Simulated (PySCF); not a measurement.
CHAlF4O, SMILES [OH][Al]([C](F)(F)F)[F]. Atoms are numbered in the order given.

```xyz
8

Al    -0.0184     0.2500     0.9779
C      0.0057    -0.2217    -0.9697
F     -0.4762     0.7556    -1.7540
F     -0.7282    -1.3210    -1.2240
F      1.2551    -0.4830    -1.3985
F     -0.5576     1.7451     1.4442
O      0.5216    -0.9128     2.0601
H      0.5930    -0.8890     3.0146
```

The structure is a stationary point at PBE0-D3(BJ)/def2-SVP. Other conformers were not sampled.

These are PBE0/pcSseg-1 (PySCF) values and carry that method's errors.

GIAO shieldings, no solvent; atoms alike by connectivity are averaged. δ = σ(ref) − σ: ¹³C against TMS (σ = 186.3 ppm); ¹⁹F against CFCl3 (σ = 167.2 ppm); ¹⁷O against H2O (σ = 334.2 ppm); ¹H against TMS (σ = 31.56 ppm), references at their B3LYP-D3(BJ)/def2-TZVP geometries, non-relativistic.

```
nucleus       atoms  count  δ (ppm)
-------  ----------  -----  -------
¹³C              C2      1    135.9
¹⁹F      F3, F4, F5      3    -70.5
¹⁹F              F6      1   -177.2
¹⁷O              O7      1     25.4
¹H               H8      1     2.41
```
